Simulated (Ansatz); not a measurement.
HB, singlet, at a GFN2-xTB geometry. Base run: CCSD(T)/STO-3G in Ansatz (a quantum-chemistry and plane-wave program).

Ansatz was given this input:
Ansatz 0.2 input:
```yaml
crystal:
  periodic: [false, false, false]
  atoms:
    - {symbol: B, position_ang: [-0.00000000, -0.00000000, -0.19417233]}
    - {symbol: H, position_ang: [0.00000000, 0.00000000, 0.97086163]}
basis:
  gaussian:
    orbitals: STO-3G
magnetization: {spin_polarized: false}
correlation: {method: ccsd_t}
```

Variants of this job, named by their change:

```csv
change,ΔE vs base (kcal/mol),MP2 correlation (Eh),CC correlation without the perturbative part (Eh),basis functions
base,0.000,-0.02771,-0.05464,6
method = bccd_t,0.000,-0.02771,-0.05465,6
electrons = outside_noble_gas,0.000,-0.02771,-0.05464,6
electrons = all,-0.195,-0.02820,-0.05493,6
reference functional = pbe0,0.101,-,-0.05601,6
diis_vectors = 2,0.000,-0.02771,-0.05464,6
method = ccsd,0.027,-0.02771,-0.05464,6
lower_state_search = off,0.000,-0.02771,-0.05464,6
diis_vectors = 4,0.000,-0.02771,-0.05464,6
accuracy = high,0.000,-0.02771,-0.05464,6
```
